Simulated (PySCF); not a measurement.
IIn, charge +1, doublet, at a GFN2-xTB geometry (such geometries of metal compounds can be far from the true shape) (a state made from the parent by changing its charge; the spin is typed, not shown lowest) (all electrons, no relativity); CASCI(5,6)/STO-3G (PySCF).

Input for PySCF:
```python
from pyscf import gto, scf, mcscf
import numpy

mol = gto.M(
    atom='''
In   -0.000000   -0.000000   -1.693200
I     0.000000    0.000000    1.565411
''',
    basis='sto-3g',
    charge=1,
    spin=1,
    verbose=4,
)

mf = scf.ROHF(mol)
mf.kernel()
mc = mcscf.CASCI(mf, 6, 5)
mc.fix_spin_(ss=0.75)
mc.kernel()
occ = numpy.linalg.eigvalsh(mc.fcisolver.make_rdm1(mc.ci, mc.ncas, mc.nelecas))[::-1]
ss = mc.fcisolver.spin_square(mc.ci, mc.ncas, mc.nelecas)[0]
print('natural occupations', occ.round(4), ' <S^2>', round(ss, 4))
```

Q: What does PySCF print? Leave out banner, timings and long lists.

A: 
```
PySCF version 2.14.0

[INPUT] verbose = 4
[INPUT] num. atoms = 2
[INPUT] num. electrons = 101
[INPUT] charge = 1
[INPUT] spin (= nelec alpha-beta = 2S) = 1
[INPUT] symmetry False subgroup None
[INPUT] Mole.unit = angstrom
[INPUT] Symbol           X                Y                Z      unit          X                Y                Z       unit  Magmom
[INPUT]  1 In     0.000000000000   0.000000000000  -1.693200000000 AA    0.000000000000   0.000000000000  -3.199684274114 Bohr   0.0
[INPUT]  2 I      0.000000000000   0.000000000000   1.565411000000 AA    0.000000000000   0.000000000000   2.958198062382 Bohr   0.0

nuclear repulsion = 421.735891997922
number of shells = 22
number of NR pGTOs = 162
number of NR cGTOs = 54
basis = sto-3g
ecp = {}

******** <class 'pyscf.scf.rohf.ROHF'> ********
method = ROHF
initial guess = minao
damping factor = 0
level_shift factor = 0
DIIS = <class 'pyscf.scf.diis.CDIIS'>
diis_start_cycle = 1
diis_space = 8
diis_damp = 0
SCF conv_tol = 1e-09
SCF conv_tol_grad = None
SCF max_cycles = 50
direct_scf = True
direct_scf_tol = 1e-13
num. doubly occ = 50  num. singly occ = 1
Set gradient conv threshold to 3.16228e-05
init E= -12495.5540946796
  HOMO = -0.702527018052983  LUMO = -0.359229256471832  gap/eV = 9.34161
cycle= 1 E= -12533.3226774994  delta_E= -37.8  |g|= 0.263  |ddm|= 1.34
  HOMO = -0.309985312416026  LUMO = -0.117263588006538  gap/eV = 5.24423
cycle= 2 E= -12533.3911530245  delta_E= -0.0685  |g|= 0.102  |ddm|= 1.11
  HOMO = -0.324864398657313  LUMO = -0.0395243776186703  gap/eV = 7.76450
cycle= 3 E= -12533.405467358  delta_E= -0.0143  |g|= 0.024  |ddm|= 0.391
  HOMO = -0.31216792414492  LUMO = -0.0516610213877805  gap/eV = 7.08875
cycle= 4 E= -12533.4082605129  delta_E= -0.00279  |g|= 0.0168  |ddm|= 0.16
  HOMO = -0.315954957546495  LUMO = -0.0481335822609484  gap/eV = 7.28779
cycle= 5 E= -12533.4102709289  delta_E= -0.00201  |g|= 0.0106  |ddm|= 0.148
  HOMO = -0.320135808229561  LUMO = -0.0431655133081383  gap/eV = 7.53675
cycle= 6 E= -12533.4110374471  delta_E= -0.000767  |g|= 0.00562  |ddm|= 0.239
  HOMO = -0.31980655260522  LUMO = -0.0448649206036943  gap/eV = 7.48154
cycle= 7 E= -12533.4111539748  delta_E= -0.000117  |g|= 0.00321  |ddm|= 0.12
  HOMO = -0.320195750280654  LUMO = -0.043950232427131  gap/eV = 7.51702
cycle= 8 E= -12533.4112428197  delta_E= -8.88e-05  |g|= 0.000284  |ddm|= 0.0528
  HOMO = -0.320377788788483  LUMO = -0.0440319039523958  gap/eV = 7.51975
cycle= 9 E= -12533.4112432133  delta_E= -3.94e-07  |g|= 0.000129  |ddm|= 0.00516
  HOMO = -0.32033155417201  LUMO = -0.0439997706665397  gap/eV = 7.51937
cycle= 10 E= -12533.4112433194  delta_E= -1.06e-07  |g|= 1.19e-05  |ddm|= 0.00176
  HOMO = -0.320315791976181  LUMO = -0.0440032744569303  gap/eV = 7.51885
cycle= 11 E= -12533.4112433194  delta_E= 1.82e-12  |g|= 1.03e-05  |ddm|= 0.000278
  HOMO = -0.320313202191173  LUMO = -0.0440033114742017  gap/eV = 7.51878
Extra cycle  E= -12533.41124332  delta_E= -6.02e-10  |g|= 5.82e-06  |ddm|= 8.23e-05
converged SCF energy = -12533.41124332

******** <class 'pyscf.mcscf.casci.CASCI'> ********
CAS (3e+2e, 6o), ncore = 48, nvir = 0
natorb = False
canonicalization = True
sorting_mo_energy = False
******** <class 'pyscf.fci.addons.SpinPenaltyFCISolver'> ********
max. cycles = 200
conv_tol = 1e-08
davidson only = True
linear dependence = 1e-12
level shift = 0.001
max iter space = 12
nroots = 1
pspace_size = 400
spin = None
Density matrix diagonal elements [1.99943315e+00 9.99395594e-01 1.99400161e+00 7.65427636e-04
 7.32497314e-04 5.67172218e-03]
CASCI converged
CASCI E = -12533.4251981892  E(CI) = -5.86565784808408  S^2 = 0.7500000
natural occupations [1.9996e+00 1.9941e+00 1.0000e+00 5.6000e-03 5.0000e-04 3.0000e-04]  <S^2> 0.75
```
